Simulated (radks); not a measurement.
Problem. Species: neutral lithium. Configuration: [He] 2s1 (the NIST ground configuration). Method: non-relativistic Kohn-Sham, exchange-only LDA, spin-polarised, spherical densities, point nucleus; open shells are filled with parallel spins first; computed with a radial shooting solver on a logarithmic mesh with Libxc functionals. Some entries of the table are withheld. Estimate them.

| orbital | occ. | eigenvalue (hartree) | r(max) (bohr) |
|---|---|---|---|
| 1s up | 1 | (1) | (2) |
| 1s down | 1 | (3) | (4) |
| 2s up | 1 | -0.10044 | 3.135 |

Solution. 
(1) 1s up eigenvalue (hartree): -1.81349
(2) 1s up r(max) (bohr): 0.3661
(3) 1s down eigenvalue (hartree): -1.80458
(4) 1s down r(max) (bohr): 0.3664
